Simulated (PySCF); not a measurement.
**How methods differ on the ionisation energy of Cd**

Cd [Kr] 4d10 5s2 (1S) → Cd⁺ [Kr] 4d10 5s1 (2S), as a difference of total energies. Computed with PySCF 2.14 in cc-pVTZ-PP with ECP28MDF (5s5p4d2f1g, 63 functions), with scalar relativity through the core potential. Correlated levels: valence: 4s2 4p6 frozen. The calculations carry no spin-orbit coupling.

```json
{"method": "UHF", "ionisation energy (eV)": "7.358", "error (eV)": "-1.636"}
{"method": "LDA", "ionisation energy (eV)": "9.503", "error (eV)": "+0.509"}
{"method": "MN15", "ionisation energy (eV)": "9.113", "error (eV)": "+0.119"}
{"method": "MP2 (valence)", "ionisation energy (eV)": "8.756", "error (eV)": "-0.238"}
{"method": "SCS-MP2 (valence)", "ionisation energy (eV)": "8.728", "error (eV)": "-0.266"}
```

Reference: 8.994 eV (measured; NIST Atomic Spectra Database, ionization energies).

Errors of the correlated levels include the incompleteness of this basis and the frozen core.

MP2 underrates the near-degeneracy of ns² with np² in the lower species.
